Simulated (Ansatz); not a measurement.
Species: H3AlO3, SMILES `[OH][Al]([OH])[OH]` (charge 0, multiplicity 1).

Problem. Give a relaxed geometry from r2SCAN-D4/def2-TZVP (Ansatz, a first-principles code).

Solution. Several could match; the one computed here: the end point of this relaxation, one of several conformers (outside a Z-matrix the atoms follow the SMILES, hydrogens last).
Bonds (Å): O1–Al2 1.691, O1–H5 0.958, Al2–O3 1.691, Al2–O4 1.691, O3–H6 0.958, O4–H7 0.958. Bond angles (°): Al2–O1–H5 122.4, O1–Al2–O3 120.0, O1–Al2–O4 120.0, O3–Al2–O4 120.0, Al2–O3–H6 122.4, Al2–O4–H7 122.4.
